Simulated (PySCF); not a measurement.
Worked example: dipole moment from atomic charges

C3HF4, SMILES C(F)(F)(/C=[C]/F)F, multiplicity 2. Atoms are numbered in the order given.

```xyz
8

F      0.0461     2.8878     0.0000
C     -0.2439     1.6250     0.0000
C      0.5505     0.5682     0.0000
C      0.0146    -0.8283     0.0000
F     -1.3250    -0.8581     0.0000
F      0.4412    -1.5077    -1.0796
F      0.4412    -1.5077     1.0796
H      1.6417     0.6805     0.0000
```
Charge 0, spin multiplicity 2.

Geometry optimised at B3LYP-D3(BJ)/def2-SVP. The isomer is the one that the SMILES or the coordinates give; other isomers of the formula were not compared.

Charges (e) from PBE/def2-TZVP in PySCF:

| atom | ESP fit | Mulliken |
|---|---|---|
| F1 | -0.017 | -0.068 |
| C2 | 0.131 | 0.125 |
| C3 | -0.352 | -0.223 |
| C4 | 0.465 | 0.401 |
| F5 | -0.146 | -0.126 |
| F6 | -0.154 | -0.129 |
| F7 | -0.154 | -0.129 |
| H8 | 0.226 | 0.148 |

The dipole moment of the full density is 1.82 D.

**Question.** What dipole moment does each set of point charges give, and which comes closer to that of the density?

**Answer.** 
μ = Σ q r, and 1 e Å = 4.8032 D.
ESP fit: Σ q r = (0.209, 0.322, 0.000) e Å, |μ| = 1.84 D.
Mulliken: Σ q r = (0.146, 0.146, 0.000) e Å, |μ| = 0.99 D.
ESP fit comes closer in size. Point charges leave out the atoms' own dipoles (lone pairs, polarised bonds); fits to the potential absorb them, partitions of the density don't.
